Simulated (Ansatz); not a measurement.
C$_{3}$H$_{6}$O, SMILES `C=CCO` (C–C–C–O torsion -6°, C–C–O–H torsion -58°) with one electron removed (charge 1, multiplicity 2), frozen-core CCSD(T)/cc-pVTZ // B3LYP-D3(BJ)/def2-TZVP (Ansatz, a quantum-chemistry and plane-wave program). The calculation was stopped at its time limit.

Ansatz 0.2 input:
```yaml
crystal:
  periodic: [false, false, false]
  atoms:
    - { symbol: C, position_ang: [1.398634, -0.208502, -0.358618] }
    - { symbol: C, position_ang: [0.489658, 0.520363, 0.274512] }
    - { symbol: C, position_ang: [-0.957006, 0.159434, 0.432787] }
    - { symbol: O, position_ang: [-1.358888, -1.005701, -0.264374] }
    - { symbol: H, position_ang: [2.425848, 0.12031, -0.439791] }
    - { symbol: H, position_ang: [1.149888, -1.165163, -0.80043] }
    - { symbol: H, position_ang: [0.774704, 1.467469, 0.725148] }
    - { symbol: H, position_ang: [-1.574569, 1.022439, 0.145205] }
    - { symbol: H, position_ang: [-1.173191, -0.035752, 1.48729] }
    - { symbol: H, position_ang: [-1.175078, -0.874896, -1.201731] }
basis:
  gaussian: { orbitals: cc-pVTZ }
correlation:
  method: ccsd_t
total_charge: 1
magnetization:
  spin_polarized: true
  initial_magnetization: 1
```

The last lines of the output:

```
1168 factors; integrals over basis functions are off by at most 1.1e-3 eV
mean field evaluation 1: about -5210.4002 eV, gradient 3.5e1 eV
mean field evaluation 2: about -5210.4034 eV, gradient 3.5e1 eV
mean field evaluation 4: about -5215.6562 eV, gradient 4.0e0 eV
mean field evaluation 8: about -5215.9162 eV, gradient 1.4e-1 eV
mean field evaluation 16: about -5215.6534 eV, gradient 4.0e0 eV
mean field evaluation 32: about -5214.8019 eV, gradient 2.2e0 eV
mean field evaluation 64: about -5213.2817 eV, gradient 1.8e0 eV
mean field evaluation 96: about -5213.0401 eV, gradient 4.0e-1 eV
mean field -5215.91614584 eV, -191.6813828847 hartree, gradient 3.3e-6 eV, S^2 0.755659; 2 other end points of the search recorded, 0 dependent functions left out
determinant -5215.91614584 eV, -191.6813828847 hartree, with singles and doubles -5235.74884474 eV, -192.4102211262 hartree
determinant -5214.94440204 eV, -191.6456719588 hartree, with singles and doubles -5234.99687669 eV, -192.3825868100 hartree
determinant -5214.67524502 eV, -191.6357806207 hartree, with singles and doubles -5235.37117294 eV, -192.3963419434 hartree
determinant -5215.91614584 eV, -191.6813828847 hartree, with singles and doubles -5235.53498027 eV, -192.4023617519 hartree
determinant -5214.94440204 eV, -191.6456719588 hartree, with singles and doubles -5234.78187817 eV, -192.3746857602 hartree
determinant -5214.67524502 eV, -191.6357806207 hartree, with singles and doubles -5235.15245183 eV, -192.3883040908 hartree
determinant -5215.91614584 eV, -191.6813828847 hartree, with singles and doubles -5235.55584792 eV, -192.4031286238 hartree
```
